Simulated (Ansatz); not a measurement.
Consider the formal exchange of groups at the Al–O bond: `[CH3][AlH][O][GaH2]` + `[OH][SnH3]` → `[CH3][AlH][SnH2][OH]` + `[OH][GaH2]`.

Computed with Ansatz on PBE0-D4/def2-TZVP structures; ΔE is electronic, products minus reactants. CBS: MP2 limit from def2 TZ/QZ plus the TZ coupled-cluster correction, frozen cores. Functionals use def2-TZVPP. def2 core potentials past Kr. For Ga, Sn outer-core shells are correlated without core-valence functions, which leaves a few kJ/mol of doubt a bond. Scalar relativity is left out up to krypton. One conformer a species, not always the lowest.

`[CH3][AlH][O][GaH2]`:

Cartesian coordinates in Å:
```
C 1.977 0.630 0.154
Al 0.068 1.005 0.249
O -1.034 -0.228 -0.050
Ga -2.224 -1.494 -0.363
H 2.585 1.490 0.447
H 2.247 -0.211 0.801
H 2.268 0.347 -0.863
H -0.519 2.439 0.594
H -2.687 -2.324 0.877
H -2.683 -1.654 -1.847
```

`[OH][SnH3]`:

```xyz
6

O     1.356    0.629   -0.143
Sn   -0.388   -0.286   -0.111
H     1.488    1.218    0.603
H    -1.622    0.897   -0.143
H    -0.482   -1.225    1.314
H    -0.351   -1.234   -1.520
```

`[CH3][AlH][SnH2][OH]`:

Z-matrix (Å, degrees):
```
C
Al 1 1.946
H 1 1.091 2 112.2
H 1 1.095 2 110.6 3 -121.3
H 1 1.095 2 110.5 3 121.0
Sn 2 2.665 1 118.9 3 -1.0
H 2 1.591 1 122.0 3 179.0
O 6 1.990 2 101.9 1 -0.1
H 6 1.722 2 118.1 1 115.5
H 6 1.723 2 118.1 1 -115.7
H 8 0.960 6 112.9 2 -180.0
```

`[OH][GaH2]`:

```xyz
5

O    -0.961   -0.823    0.159
Ga    0.219    0.497   -0.085
H    -0.563   -1.687    0.284
H     1.738    0.119   -0.071
H    -0.434    1.894   -0.287
```

CCSD(T)/CBS gives +105.1 kJ/mol.

Q: Another level gave +108.4 kJ/mol. Which?
A. PBE-D4/def2-TZVPP
B. HF/def2-TZVPP
C. r2SCAN/def2-TZVPP
D. B2PLYP/def2-TZVPP

A: C. r2SCAN 108.4, HF/def2-TZVPP 128.9, PBE-D4 89.6, B2PLYP 114.5 kJ/mol.

Largest T1 diagnostic among the species: 0.015.

From PBE to PBE0 (25 % exact exchange), in def2-TZVPP and without D4, ΔE moves by +6.5 kJ/mol. In def2-TZVPP, CCSD(T) changes the Hartree–Fock value by −15.5 kJ/mol (the triples alone add −1.9 kJ/mol) and MP2 by −13.5 kJ/mol.

CCSD(T)/CBS has its own doubt, a few kJ/mol and more with outer-core shells, so smaller differences from it don't rank the levels.
